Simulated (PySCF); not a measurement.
Geometries of 2 isomers of C4H10GeO, from PySCF, PBE0-D3(BJ)/def2-SVP geometry optimisation, gas phase. One conformer each, no zero-point energy, no frequencies.

Question: Which isomer lies lower at this level?
A.
```xyz
16
angstrom
C      2.234   -1.262    0.097
C      1.230   -0.571   -0.449
C      0.227    0.239    0.305
Ge     0.632    2.175    0.155
O     -1.082    0.107   -0.194
C     -1.650   -1.152    0.033
H      2.969   -1.783   -0.522
H      2.363   -1.321    1.183
H      1.124   -0.533   -1.541
H      0.268   -0.023    1.383
H      0.633    2.573   -1.331
H     -0.443    2.976    0.910
H      2.019    2.454    0.766
H     -1.721   -1.378    1.115
H     -1.071   -1.964   -0.446
H     -2.663   -1.141   -0.392
```
B.
```xyz
16
angstrom
C      2.581   -0.065    0.552
C      1.954    0.874   -0.169
O      0.640    1.109   -0.255
Ge    -0.647    0.088    0.520
C     -2.254    1.095    0.130
C     -0.621   -1.662   -0.323
H      2.047   -0.775    1.191
H      3.669   -0.128    0.523
H      2.531    1.574   -0.786
H     -0.342    0.019    2.032
H     -2.344    1.238   -0.957
H     -2.215    2.081    0.613
H     -3.144    0.558    0.491
H     -1.482   -2.258    0.014
H     -0.682   -1.541   -1.415
H      0.304   -2.204   -0.083
```

Answer: B. That is `C=C[O][GeH]([CH3])[CH3]`, 39.8 kcal/mol below the other.

| SMILES | atoms numbered as above | E (Eh) | relative (kcal/mol) | relative (kJ/mol) | dipole (D) |
| --- | --- | --- | --- | --- | --- |
| C=C[O][GeH]([CH3])[CH3] | [CH2:1]=[CH:2][O:3][GeH:4]([CH3:5])[CH3:6] | -2309.71627 | 0.0 | 0.0 | 1.90 |
| C=C[C@@H]([GeH3])OC | [CH2:1]=[CH:2][C@@H:3]([GeH3:4])[O:5][CH3:6] | -2309.65291 | 39.8 | 166.4 | 1.40 |
